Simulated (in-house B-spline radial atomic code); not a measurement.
Configurations of the tungsten ion W⁸⁺, with energies counted from [Kr] 4d10 4f14 5s2 (5p1/2)2 (5p3/2)2. All numbers are computed (Dirac-Hartree-Fock, average of each configuration as written; Fermi nucleus of rms radius 5.3658 fm) with a radial B-spline atomic code at the basis-set limit, not measured. Energies include first-order Breit, QED and recoil terms.

Occupations are held fixed; configurations that lie above the ionisation limit could autoionise.

```
                                             configuration  E - E(ref) (eV)  highest orbital  its <r> (bohr)
                               [Kr] 4d10 4f14 5s2 (5p3/2)4           23.653            5p3/2           1.178
[Kr] 4d10 (4f5/2)6 (4f7/2)7 5s2 (5p1/2)2 (5p3/2)2 (6p1/2)1           79.434            6p1/2           2.216
                      [Kr] 4d10 4f14 5s2 (5p3/2)3 (5g7/2)1           136.55            5g7/2           2.966
             [Kr] 4d10 4f14 5s2 (5p1/2)2 (5p3/2)1 (9g9/2)1           143.51            9g9/2           12.16
                      [Kr] 4d10 4f14 5s2 (5p3/2)3 (6g7/2)1           150.07            6g7/2            4.75
                      [Kr] 4d10 4f14 5s2 (5p3/2)3 (8g9/2)1           163.64            8g9/2           9.335
         [Kr] 4d10 (4f5/2)6 (4f7/2)7 5s2 (5p3/2)4 (8g9/2)1           169.38            8g9/2           9.312
```

Question: Order these further configurations by energy, lowest first.
A. [Kr] 4d10 (4f5/2)5 (4f7/2)8 5s2 (5p3/2)4 (7p3/2)1
B. [Kr] 4d10 4f14 5s2 (5p3/2)3 (6d5/2)1
C. [Kr] 4d10 4f14 5s2 (5p1/2)1 (5p3/2)2 8s1
D. [Kr] 4d10 4f14 5s2 (5p3/2)3 (7p1/2)1
E. [Kr] 4d10 (4f5/2)5 (4f7/2)8 5s2 (5p3/2)4 (9d5/2)1

Answer: B (120.28 eV), D (131.82 eV), C (132.1 eV), A (140.4 eV), E (167.93 eV).

Question: How far above the reference does [Kr] 4d10 (4f5/2)5 (4f7/2)8 5s2 (5p3/2)4 (5d5/2)1 lie?

Answer: 74.149 eV; its least bound orbital is 5d5/2 with <r> = 1.391 bohr.

Question: How far above the reference does [Kr] 4d10 4f14 5s2 (5p1/2)1 (5p3/2)3 lie?

Answer: 11.028 eV; its least bound orbital is 5p3/2 with <r> = 1.179 bohr.
